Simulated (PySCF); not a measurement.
One molecule, one basis, several functionals.

C4H10O2S.
SMILES: `CC(C)S(C)(=O)=O`

Torsions of this conformer, `[CH3:1][CH:2]([CH3:3])[S:4]([CH3:5])(=[O:6])=[O:7]`: C1–C2–S4–C5 171°.

PySCF, pcSseg-1 basis, density fitting, gas phase, PBE0-D3(BJ)/def2-SVP geometry. One functional is left out:

```tsv
functional	exact exchange (%)	HOMO energy (eV)	LUMO energy (eV)	dipole moment (D)
B97-D	0	-6.65	0.15	4.343
BP86	0	-6.76	0.07	4.313
PBE	0	-6.65	0.01	4.256
PBE0	25	-8.09	0.83	4.566
BHandHLYP	50	-9.43	1.50	4.856
```

Task: Predict the row of B3LYP (20 % exact exchange) by straight lines through the other rows, and check it.

Result: 
| property | line | computed | computed − line | PBE0 (25 %), for comparison |
| --- | --- | --- | --- | --- |
| HOMO energy (eV) | -7.79 | -7.84 | -0.05 | -8.09 |
| LUMO energy (eV) | 0.66 | 0.52 | -0.14 | 0.83 |
| dipole moment (D) | 4.522 | 4.542 | +0.020 | 4.566 |

Task: Which of these properties follows the share of exact exchange most closely, and which least?

Result: Most closely the HOMO energy, least the dipole moment; the correlations over the tabulated rows are HOMO energy -0.999, LUMO energy 0.997, dipole moment 0.992. The HOMO energy moves by -0.550 eV for every 10 %. Functionals with the same share still differ in their other parts: at 0 % B97-D and BP86 differ by 0.11 eV in it.
